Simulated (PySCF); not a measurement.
**Correlation energy of Hf (hafnium, neutral)**

[Xe] 4f14 5d4, high-spin 5D determinant (an excited configuration). All numbers are calculated (PySCF 2.14, scalar relativity through the core potential, in def2-QZVPPD with the def2 core potential (60 electrons)). Frozen: 5s2 5p6; 4 electrons correlated.

| level | correlation energy (mhartree) |
| --- | --- |
| CCSD | -47.90 |
| (T) | -2.22 |
| CCSD(T) | -50.12 |

Diagnostics: T1 = 0.0100, D1 = 0.0144, largest double amplitude 0.049.

Spin-orbit coupling, absent here, splits the open shell strongly.

Cost of the coupled-cluster step: of the order of 13 core-seconds, for 4 correlated electrons.
